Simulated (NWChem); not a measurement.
**Basis-set convergence for H4AlFO**

SMILES: O.[F][AlH2]
```xyz
7

Al    -0.5814    -0.4987    -0.0177
H     -0.6887    -1.2707     1.3865
H     -1.0654    -1.1001    -1.4140
F     -0.6147     1.2189     0.0945
O      1.4418    -0.2790    -0.1473
H      1.3979     0.7047    -0.0667
H      1.9129    -0.5888     0.6521
```
Charge 0, spin multiplicity 1.

Program: NWChem. The geometry was optimised at PBE/def2-SVP, a minimum by its harmonic frequencies.

Quantity: LUMO energy at the level B3LYP.

B3LYP has NWChem's definition, with VWN1-RPA local correlation. The Pople sets run with spherical d functions. The structure started from a generated list of species.

Relative cost: rough, from shared machines, SCF included, def2-SVP = 1.

Q: In def2-TZVPD the value is -1.23 eV. Among def2-SVP, 6-31+G*, 6-311G**, def2-SVPD, aug-cc-pVDZ, aug-pcseg-1, def2-TZVP, pcseg-2, cc-pVTZ, which is the smallest basis within 0.1 eV of it?

A: 6-31+G*, with 66 functions against 159 and about 10 % of the time. def2-TZVPD isn't the basis-set limit itself, and a small set can land close by cancellation.

| basis | functions | LUMO energy (eV) | relative cost |
|---|---|---|---|
| def2-SVP | 66 | -0.37 | 1 |
| 6-31+G* | 66 | -1.15 | under 3 |
| 6-311G** | 86 | -0.81 | under 3 |
| def2-SVPD | 102 | -1.07 | under 3 |
| aug-cc-pVDZ | 109 | -1.35 | 5 |
| aug-pcseg-1 | 109 | -1.36 | 3 |
| def2-TZVP | 123 | -0.84 | under 3 |
| pcseg-2 | 150 | -1.09 | 5 |
| cc-pVTZ | 150 | -0.74 | 6 |
| def2-TZVPD | 159 | -1.23 | 9 |
